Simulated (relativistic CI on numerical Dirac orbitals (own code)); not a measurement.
Sensitivity of the levels of Mo XIX to α and to the nuclear radius

Calculated at this level of theory: Dirac-Coulomb-Breit CI, KLI orbitals optimised for each configuration, derivatives by finite differences, unscaled Slater integrals, QED left out (own radial code, finite nucleus).

Configuration list (outside the closed core [Ne]): 3s²3p⁶3d⁶, 3s²3p⁵3d⁷, 3s²3p⁴3d⁸, 3s3p⁶3d⁷, 3p⁶3d⁸, 3s²3p⁶3d⁵4s, 3s3p⁵3d⁸, 3s²3p⁶3d⁵4p. Levels of other configurations are missing.

With x = (α/α₀)² − 1 an excitation energy changes as ω = ω₀ + qx; K = 2q/ω₀ is the relative enhancement. Terms are leading LS components, so labels can repeat. The field-shift factor is F = δν/δ⟨r²⟩ for the transition from the lowest level.

Lowest level 3s²3p⁶3d⁶ ⁵D4.

| Level | ω₀ (cm⁻¹) | q (cm⁻¹) | F (GHz/fm²) |
| --- | --- | --- | --- |
| 3s²3p⁶3d⁶ ⁵D3 | 15931.5 | 19120 | 0.112 |
| 3s²3p⁶3d⁶ ⁵D2 | 19285.1 | 12570 | 0.0731 |
| 3s²3p⁶3d⁶ ⁵D1 | 25975.9 | 24610 | 0.145 |
| 3s²3p⁶3d⁶ ⁵D0 | 27762.8 | 24600 | 0.147 |
| 3s²3p⁶3d⁶ ³F4 | 67141.0 | -4473 | 0.0543 |
| 3s²3p⁶3d⁶ ³P2 | 70247.5 | 17520 | 0.0921 |
| 3s²3p⁶3d⁶ ³H6 | 78002.0 | 9973 | 0.16 |
| 3s²3p⁶3d⁶ ³H5 | 78960.7 | 8428 | 0.146 |
| 3s²3p⁶3d⁶ ³F3 | 87532.5 | 16870 | 0.16 |
| 3s²3p⁶3d⁶ ³F2 | 90591.4 | 16420 | 0.136 |
| 3s²3p⁶3d⁶ ³H4 | 96207.9 | 31960 | 0.263 |
| 3s²3p⁶3d⁶ ¹S0 | 100411.0 | 24220 | 0.202 |
| 3s²3p⁶3d⁶ ³P1 | 107726.0 | 44490 | 0.268 |

At this charge energies of transitions that change n are usually good to better than 1 %, and those within a shell (Δn = 0) to a few per cent. Terms inside the open d or f shell come out 10 to 20 % too wide with unscaled integrals.

**Question.** Which transition from the lowest level has the largest |K|?

**Answer.** 3s²3p⁶3d⁶ ⁵D3 at 15931.5 cm⁻¹, K = 2.4.
